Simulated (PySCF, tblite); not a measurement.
Isomers of C7H8O2Si, one GFN2-xTB conformer each. Single-point energies are computed at PBE0/pcSseg-1 (PySCF, gas phase, no added dispersion term), electronic only.

```csv
SMILES,GFN2-xTB relative energy (kcal/mol)
C=CCC1=CC(=O)[SiH2]C1=O,23.9
C=c1oc(=C)c(C=O)c1[SiH3],0.0
C=C=C(C#C[SiH2]C)C(=O)O,39.5
```

Conformers: `[CH2:1]=[CH:2][CH2:3][C:4]1=[CH:5][C:6](=[O:7])[SiH2:8][C:9]1=[O:10]` with C1–C2–C3–C4 122°, C2–C3–C4–C5 -27°, C4–C5–C6–O7 -168°, C5–C6–Si8–C9 -14°, C6–Si8–C9–O10 -163°, C3–C4–C9–Si8 168°; `[CH2:1]=[c:2]1[o:3][c:4](=[CH2:5])[c:6]([CH:7]=[O:8])[c:9]1[SiH3:10]` with C4–C6–C7–O8 180°; `[CH2:1]=[C:2]=[C:3]([C:4]#[C:5][SiH2:6][CH3:7])[C:8](=[O:9])[OH:10]` with C2–C3–C8–O9 1°, C3–C8–O10–H 180°.

Task: What does PBE0/pcSseg-1 give for the same structures?

Result: 
```csv
SMILES,PBE0/pcSseg-1 E (Eh),PBE0/pcSseg-1 (kcal/mol),GFN2-xTB (kcal/mol),point group
C=CCC1=CC(=O)[SiH2]C1=O,-710.77034,0.0,23.9,C1
C=c1oc(=C)c(C=O)c1[SiH3],-710.76937,0.6,0.0,Cs
C=C=C(C#C[SiH2]C)C(=O)O,-710.74474,16.1,39.5,–
```

GFN2-xTB puts C=c1oc(=C)c(C=O)c1[SiH3] lowest instead; measured from each level's own lowest isomer, the values differ by up to 23.9 kcal/mol (C=CCC1=CC(=O)[SiH2]C1=O: 23.9 against 0.0). As drawn, the highest has a C≡C bond, cumulated double bonds and an O–H bond, which the lowest lacks. Neighbours under 2.5 kcal/mol apart (C=CCC1=CC(=O)[SiH2]C1=O and C=c1oc(=C)c(C=O)c1[SiH3]) can change places with a better method, another conformer or zero-point energy.

Task: Which frontier levels, dipoles and rotational constants go with these structures?

Result: 
```json
{"SMILES": "C=CCC1=CC(=O)[SiH2]C1=O", "HOMO (eV, PBE0/pcSseg-1)": "-6.73", "LUMO (eV)": "-2.76", "dipole (D)": "1.81", "A, B, C (MHz)": "1780, 784.0, 563.8"}
{"SMILES": "C=c1oc(=C)c(C=O)c1[SiH3]", "HOMO (eV, PBE0/pcSseg-1)": "-6.43", "LUMO (eV)": "-2.92", "dipole (D)": "1.17", "A, B, C (MHz)": "1532, 1170, 668.9"}
{"SMILES": "C=C=C(C#C[SiH2]C)C(=O)O", "HOMO (eV, PBE0/pcSseg-1)": "-7.22", "LUMO (eV)": "-1.74", "dipole (D)": "0.93", "A, B, C (MHz)": "1874, 524.6, 414.0"}
```

Task: What happens when harmonic zero-point energies from GFN2-xTB frequencies are added?

Result: 
| SMILES | ZPE (kcal/mol) | electronic (kcal/mol) | with ZPE (kcal/mol) |
| --- | --- | --- | --- |
| C=CCC1=CC(=O)[SiH2]C1=O | 78.2 | 0.0 | 0.8 |
| C=c1oc(=C)c(C=O)c1[SiH3] | 76.9 | 0.6 | 0.0 |
| C=C=C(C#C[SiH2]C)C(=O)O | 76.0 | 16.1 | 14.6 |

The zero-point energies span 2.2 kcal/mol. C=c1oc(=C)c(C=O)c1[SiH3] becomes the lowest.
